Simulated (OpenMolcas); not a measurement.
Cu IV: effect of the active space

| Item | Value |
| --- | --- |
| Program | OpenMolcas |
| Method | XMS-CASPT2, IPEA 0.25 Eh, imaginary shift 0.1 Eh |
| Basis | ANO-RCC-VTZP |
| Scalar Hamiltonian | DKH2, point nucleus |
| Spin-orbit coupling | state interaction with AMFI integrals over the reference wave functions, term energies averaged over their components |

A. 8 electrons in 5 orbitals (3d); 2S+1 = 3 even, 10 roots; 2S+1 = 1 even, 15 roots; closed shells correlated: 3s 3p; CASPT2 step of the order of 3 core-seconds
B. 8 electrons in 10 orbitals (3d 4d); 2S+1 = 3 even, 10 roots; 2S+1 = 1 even, 15 roots; closed shells correlated: 3s 3p; CASPT2 step about 7 core-minutes

Energies in cm⁻¹ above 3d⁸ ³F₄, the measured ground level; measured values from Sugar and Musgrove, J. Phys. Chem. Ref. Data 19, 527 (1990).

```json
{"Level": "3d⁸ ³F₄", "A": "0.0", "B": "0.0", "Measured": "0.0"}
{"Level": "3d⁸ ³F₃", "A": "1823", "B": "1809", "Measured": "1861"}
{"Level": "3d⁸ ³F₂", "A": "3030", "B": "3000", "Measured": "3078"}
{"Level": "3d⁸ ¹D₂", "A": "16270", "B": "16400", "Measured": "16248"}
{"Level": "3d⁸ ³P₂", "A": "19940", "B": "19940", "Measured": "19697"}
{"Level": "3d⁸ ³P₁", "A": "20310", "B": "20270", "Measured": "20097"}
{"Level": "3d⁸ ³P₀", "A": "20640", "B": "20600", "Measured": "20423"}
{"Level": "3d⁸ ¹G₄", "A": "27370", "B": "27550", "Measured": "26913"}
{"Level": "3d⁸ ¹S₀", "A": "62520", "B": "62910", "Measured": "61456"}
```

Deviations, from unrounded energies. A percentage is the sum of absolute deviations over the sum of measured energies, with the sign that they share, or ± where signs differ.

| Against measurement | Levels | A | B |
| --- | --- | --- | --- |
| mean absolute deviation (cm-1) | 8 | 290 | 370 |
| fine structure of the ground term (%) | 2 | -1.8 | -2.6 |
| other terms of the ground configuration (%) | 6 | +1.4 | +1.7 |

A lies closest to measurement on these levels. The largest miss of A in the table is 3d⁸ ¹S₀, by +1100 cm-1. The ranking rests on the paired levels alone, and a cruder setting can come out closer through cancelling errors.

The two smallest mean deviations differ by little beside CASPT2's spread within terms, so their order carries little weight.

Between A and B the level of the table that moves most is 3d⁸ ¹S₀, by 380 cm-1 (lowest in A, highest in B). Moves below CASPT2's spread within the term are not significant.

Term energies are means over components that CASPT2 splits; among the terms shown or strongly mixed into the levels shown the widest spread is 1200 cm-1 (3d⁸ ³F, B). Active for correlation alone: 4d; no level in the range computed is led by a configuration that fills it, so any true level of that kind is missing (holds for B). Computed and measured levels are paired by configuration, term and J; levels that our copy of the source lacks, or whose pairing is in doubt (as where it misses far off the trend of its configuration), stay unpaired and out of the deviations. Levels of configurations outside the active space are missing.
